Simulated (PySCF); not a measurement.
# Shieldings and the share of exact exchange

Molecule: `InChI=1S/C2H10OSi2/c1-3-2-5-4/h2,5H2,1,4H3`.

Geometry (Å), atoms numbered from 1 in this order:
```xyz
15

C    -2.075    1.025   -0.766
O    -0.863    0.733   -0.142
C    -0.839   -0.520    0.489
Si    0.911   -0.741    1.203
Si    2.390   -0.056   -0.478
H    -2.322    0.285   -1.553
H    -2.915    1.047   -0.043
H    -1.986    2.017   -1.232
H    -1.614   -0.595    1.280
H    -1.045   -1.341   -0.231
H     1.116   -2.180    1.566
H     1.088    0.081    2.440
H     3.796   -0.458   -0.158
H     2.000   -0.707   -1.769
H     2.347    1.427   -0.649
```

GIAO shieldings (ppm, equivalent atoms averaged) in PySCF 2.14.0 with density-fitted response routines on the PBE0-D3(BJ)/def2-SVP geometry, basis pcSseg-1, gas phase, non-relativistic:

```tsv
functional	exact exchange (%)	σ(C1)	σ(C3)	σ(O2)	σ(Si4)
BLYP	0	108.6	110.7	302.4	392.0
BP86	0	113.6	116.3	310.7	403.0
PBE	0	114.2	116.7	308.9	405.1
B3LYP	20	114.4	117.5	317.0	403.9
mPW1PW91	25	120.1	123.9	324.9	416.3
BHandHLYP	50	122.0	126.1	333.8	421.0
HF	100	133.2	139.2	355.5	451.3
```

Q: Fit each shielding as a line in the percentage of exact exchange.

A: σ(C1) = 112.2 + 0.21 x (rms 2.1 ppm); σ(C3) = 114.7 + 0.25 x (rms 2.3 ppm); σ(O2) = 308.3 + 0.49 x (rms 3.1 ppm); σ(Si4) = 399.2 + 0.50 x (rms 4.9 ppm). The functionals also differ in their semilocal parts, which the line can't hold; Hartree–Fock has no correlation at all.

Q: What does the line predict for PBE0 (25 %), and what does the run give?

A: σ(C1): 117.5 predicted, 120.8 computed; σ(C3): 121.0 predicted, 124.5 computed; σ(O2): 320.6 predicted, 325.4 computed; σ(Si4): 411.7 predicted, 419.0 computed ppm.
